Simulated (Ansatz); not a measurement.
Redistribution: C2H7Sb + In(CH3)Cl2 → SbH2(CH3) + C2H5Cl2In

Gas-phase species: C2H7Sb `C[CH2][SbH2]`, singlet; In(CH3)Cl2, singlet; SbH2(CH3), singlet; C2H5Cl2In `C[CH2][In]([Cl])[Cl]`, singlet. The partners trade CH3 for H; both sit on C, so the bond types are kept.

Shapes, held fixed at every level: PBE0-D4/def2-TZVP. Flexible molecules stand in one conformer, not always the lowest. Programs: Ansatz 0.2.0. Electronic energies: no zero-point or thermal term.

```
                level                    kind  ΔE (kJ/mol)  less CCSD(T)/def2-TZVPP  CPU time (sum over the molecules)
    PBE-D4/def2-TZVPP                     GGA         +3.9                     -2.2                               35 s
  B3LYP-D4/def2-TZVPP           global hybrid         +4.1                     -2.0                               76 s
   PBE0-D4/def2-TZVPP           global hybrid         +5.0                     -1.1                               49 s
r2SCAN0-D4/def2-TZVPP           global hybrid         +5.3                     -0.8                               68 s
   wB97M-V/def2-TZVPP  range-separated hybrid         +5.8                     -0.3                            2.5 min
    B2PLYP/def2-TZVPP           double hybrid         +4.7                     -1.4                               67 s
       MP2/def2-TZVPP     perturbation theory         +6.9                     +0.8                                  –
   CCSD(T)/def2-TZVPP   coupled cluster or CI         +6.1                      0.0                                  –
```

The highest level, CCSD(T)/def2-TZVPP, gives ΔE = +6.1 kJ/mol; the levels span +3.9 to +6.9. The column of differences is taken from that level and isn't an error. No measured value is set beside it here. For atoms past krypton def2 sets carry core potentials with scalar relativity. Outer-core shells of In, Sb are correlated, in sets that cover them unevenly. Times are processor times on shared x86 and Arm servers, and rough.
